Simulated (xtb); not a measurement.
HfI4, triplet, geometry from GFN2-xTB (such geometries of metal compounds can be far from the true shape) (the multiplicity is a formal guess); GFN0-xTB (xtb).

xtb was given this input:
```
$ xtb mol.xyz --gfn 0 --uhf 2 --ohess --json

# file mol.xyz
5

Hf    -0.00000000     0.00000000     0.00000000
I      2.17597930    -0.68115902    -1.62127852
I      0.88746986     0.43615763     2.61716857
I     -1.19878736     2.33070353    -0.97884499
I     -1.86466180    -2.08570214    -0.01704507
```

What the program printed (banner, timings and long lists left out):

```
   ID    Z sym.   atoms
    1   72 Hf     1
    2   53 I      2-5

           -------------------------------------------------
          |                Calculation Setup                |
           -------------------------------------------------

           -------------------------------------------------
          |                 G F N 0 - x T B                 |
           -------------------------------------------------

          ...................................................
          :                      SETUP                      :
          :.................................................:
          :  # basis functions                  50          :
          :  # atomic orbitals                  45          :
          :  # shells                           15          :
          :  # electrons                        32          :
          :  electronic temp.          300.0000000     K    :
          :  accuracy                    1.0000000          :
          :  -> integral cutoff          0.2500000E+02      :
          :  -> integral neglect         0.1000000E-07      :
          ...................................................

         :::::::::::::::::::::::::::::::::::::::::::::::::::::
         ::                     SUMMARY                     ::
         :::::::::::::::::::::::::::::::::::::::::::::::::::::
         :: total energy             -15.715769538910 Eh    ::
         :: gradient norm              0.019700498810 Eh/a0 ::
         :: HOMO-LUMO gap              0.000000000340 eV    ::
         ::.................................................::
         :: H0 energy                -15.608395781175 Eh    ::
         :: repulsion energy           0.027210793481 Eh    ::
         :: electrostat energy        -0.132368773189 Eh    ::
         :: -> Gsolv                   0.000000000000 Eh    ::
         ::    -> Gsasa                0.000000000000 Eh    ::
         ::    -> Gshift               0.000000000000 Eh    ::
         :: dispersion energy         -0.002215778026 Eh    ::
         :: short-range corr.          0.000000000000 Eh    ::
         :: add. restraining           0.000000000000 Eh    ::
         :: total charge               0.000000000000 e     ::
         :::::::::::::::::::::::::::::::::::::::::::::::::::::

      -----------------------------------------------------------
     |                   =====================                   |
[...]
 * total energy  :   -15.7157695 Eh     change        0.0000000E+00 Eh
 * total energy  :   -15.7172282 Eh     change       -0.1458653E-02 Eh
 * total energy  :   -15.7187046 Eh     change       -0.1476381E-02 Eh
 * total energy  :   -15.7188621 Eh     change       -0.1575132E-03 Eh
 * total energy  :   -15.7188699 Eh     change       -0.7821098E-05 Eh
 * total energy  :   -15.7188745 Eh     change       -0.4553911E-05 Eh
   *** GEOMETRY OPTIMIZATION CONVERGED AFTER 6 ITERATIONS ***
         :: total energy             -15.718874461019 Eh    ::
[...]
       6     93.95    -1.06620 ( 92.57%)    -0.86968 (  7.43%)    -1.05161
       7    121.96    -0.91506 ( 97.25%)    -0.79239 (  2.75%)    -0.91169
       8    121.96    -0.91506 ( 97.25%)    -0.79239 (  2.75%)    -0.91169
       9    121.96    -0.91506 ( 97.25%)    -0.79239 (  2.75%)    -0.91169
   ------------------------------------------------------------------------

   temp. (K)  partition function   enthalpy   heat capacity  entropy
                                   cal/mol     cal/K/mol   cal/K/mol   J/K/mol
 298.15  VIB  0.530E+08             4650.604     12.583     37.511
         ROT  0.956E+06              888.752      2.981     30.347
         INT  0.507E+14             5539.356     15.564     67.858
         TR   0.174E+29             1481.254      4.968     45.438
         TOT                        7020.6099    20.5318   113.2960   474.0304

       T/K    H(0)-H(T)+PV         H(T)/Eh          T*S/Eh         G(T)/Eh
   ------------------------------------------------------------------------
    298.15    0.111881E-01    0.123735E-01    0.538306E-01   -0.414571E-01
   ------------------------------------------------------------------------

         :::::::::::::::::::::::::::::::::::::::::::::::::::::
         ::                  THERMODYNAMIC                  ::
         :::::::::::::::::::::::::::::::::::::::::::::::::::::
         :: total free energy         -15.760331579304 Eh   ::
         ::.................................................::
         :: total energy              -15.718874461019 Eh   ::
         :: zero point energy           0.001185411043 Eh   ::
         :: G(RRHO) w/o ZPVE           -0.042642529327 Eh   ::
         :: G(RRHO) contrib.           -0.041457118284 Eh   ::
         :::::::::::::::::::::::::::::::::::::::::::::::::::::
imag cut-off (cm-1) :    5.00
 found            2  significant imaginary frequencies
 writing imag mode distorted coords to xtbhess.xyz
 for further optimization.

optimized geometry written to: xtbopt.xyz

           -------------------------------------------------
          | TOTAL ENERGY              -15.718874461019 Eh   |
          | TOTAL ENTHALPY            -15.706500995899 Eh   |
          | TOTAL FREE ENERGY         -15.760331579304 Eh   |
          | GRADIENT NORM               0.000012193057 Eh/α |
          | HOMO-LUMO GAP               0.000000000332 eV   |
           -------------------------------------------------

normal termination of xtb
```
